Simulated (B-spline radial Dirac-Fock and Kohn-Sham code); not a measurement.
## Elastic and transport cross sections of ruthenium for electrons

Model: relativistic (Dirac) partial waves in the static field of the Dirac-Fock atom with Furness-McCarthy exchange, without polarisation or absorption potentials. Program: an atomic code on a B-spline grid. σ_tr1 and σ_tr2 weight the cross section with 1 − P₁ and 1 − P₂ of cos θ; "backward" is the share scattered beyond 90°.

```csv
energy (eV),σ (a₀²),σ_tr1 (a₀²),σ_tr2 (a₀²),σ/σ_tr1,backward (%)
1000,8.63,1.77,1.72,4.87,8.1
1160,8.02,1.49,1.52,5.39,7.2
1370,7.37,1.21,1.31,6.07,6.3
1410,7.27,1.17,1.28,6.20,6.1
1500,7.04,1.08,1.21,6.49,5.8
1700,?,?,?,?,?
1840,6.32,0.833,1.01,7.59,4.9
2000,6.05,0.747,0.931,8.10,4.6
2410,5.46,0.581,0.776,9.40,3.8
2820,5.01,0.468,0.660,10.7,3.3
3000,4.83,0.430,0.618,11.3,3.1
3290,4.59,0.377,0.560,12.2,2.8
3380,4.52,0.363,0.543,12.4,2.7
```

Question: Fill in the row for 1.7 keV.

Answer: σ = 6.59 a₀², σ_tr1 = 0.924 a₀², σ_tr2 = 1.08 a₀², σ/σ_tr1 = 7.14, backward 5.3 %. The ratio σ/σ_tr1 is roughly the number of elastic collisions that randomise the direction.

Values without a named source are computed, but for edge energies of neutral atoms, which are taken from tables.
